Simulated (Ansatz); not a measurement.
VSe2. Total charge 0; doublet. Geometry PBE-D4/def2-TZVP; atoms count from 1.

```tsv
atom	x (Å)	y (Å)	z (Å)
V1	0.538	-0.731	-1.010
Se2	0.727	1.000	0.576
Se3	-1.264	-0.269	0.434
```

The charge 0 doublet is spin-contaminated (final ⟨S²⟩ up to 1.75, 0.75 for a pure state). Another isomer (doublet) lies 0.85 eV lower at PBE0-D4/def2-TZVP; other spin states weren't run for this one.

Q: Estimate the Mulliken populations from the PBE0/def2-TZVP orbitals of Ansatz.

A: 
| atom | charge (e) | spin (α − β) | d electrons |
| --- | --- | --- | --- |
| V1 | 0.66 | 1.11 | 3.77 |
| Se2 | -0.33 | -0.06 | – |
| Se3 | -0.33 | -0.06 | – |
Mulliken values depend strongly on the basis.

Q: Where does the spin sit?

A: Summed by element: V 1.11, Se -0.11, of 1 unpaired in all. Largest on single atoms: V1 1.11, Se3 -0.06, Se2 -0.06.

Q: And the Mayer bond orders between heavy atoms (over 0.3)?

A: V1–Se2 1.12 (2.36 Å); V1–Se3 1.12 (2.36 Å); Se2–Se3 1.09 (2.37 Å).
